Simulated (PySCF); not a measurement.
**Magnesium: a sound run and one with changed settings**

Sound run: Mg²⁺ [Ne], Mg³⁺ [He] 2s2 2p5. Computed with PySCF 2.14 in def2-TZVP, with the non-relativistic Hamiltonian (point nucleus). In the sound run the correlated levels freeze [He] 2s2. The sound run starts from symmetry-adapted Hartree-Fock orbitals and uses a fine grid where one is needed.

Changed run: all electrons correlated in a basis built for the valence shell.

| species | method | sound run (hartree) | changed run (hartree) | converged |
| --- | --- | --- | --- | --- |
| Mg²⁺ | MP2 | -198.94464 | -198.97985 | yes |
| Mg²⁺ | CCSD(T) | -198.94946 | -198.98580 | yes |
| Mg³⁺ | MP2 | -196.00638 | -196.04863 | yes |
| Mg³⁺ | CCSD(T) | -196.01135 | -196.05774 | yes |

Ionisation energy of Mg²⁺:

| method | sound run (eV) | changed run (eV) |
| --- | --- | --- |
| UHF | 78.641 | 78.641 |
| MP2 | 79.954 | 79.763 |
| SCS-MP2 | 79.880 | 79.640 |
| CCSD | 79.937 | 79.664 |
| CCSD(T) | 79.950 | 79.676 |

A valence basis has no tight correlating functions, so it recovers only part of the core correlation, and not evenly between atom and ion.

For comparison, NIST gives 80.144 eV between the lowest levels.
